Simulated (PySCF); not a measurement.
Neon: a sound run and one with changed settings

Sound run: Ne²⁺ [He] 2s2 2p4, Ne³⁺ [He] 2s2 2p3. All numbers are calculated (PySCF 2.14, no relativity, point nucleus, in cc-pVTZ (4s3p2d1f, 30 functions)). The sound run starts from symmetry-adapted Hartree-Fock orbitals and uses a fine grid where one is needed.

Changed run: initial guess atom, at most 5 SCF cycles. This setting is unsound on purpose.

| species | method | sound run (hartree) | changed run (hartree) | converged |
| --- | --- | --- | --- | --- |
| Ne²⁺ | UHF | -126.36528 | -126.36528 | no |
| Ne²⁺ | M06-L | -126.66100 | -126.66100 | no |
| Ne²⁺ | B3LYP | -126.64923 | -126.64923 | no |
| Ne³⁺ | UHF | -124.09356 | -124.09356 | no |
| Ne³⁺ | M06-L | -124.32335 | -124.32335 | no |
| Ne³⁺ | B3LYP | -124.29602 | -124.29602 | no |

The SCF was stopped early; the energies are upper bounds that still move, and correlated levels were skipped or rest on poor orbitals.
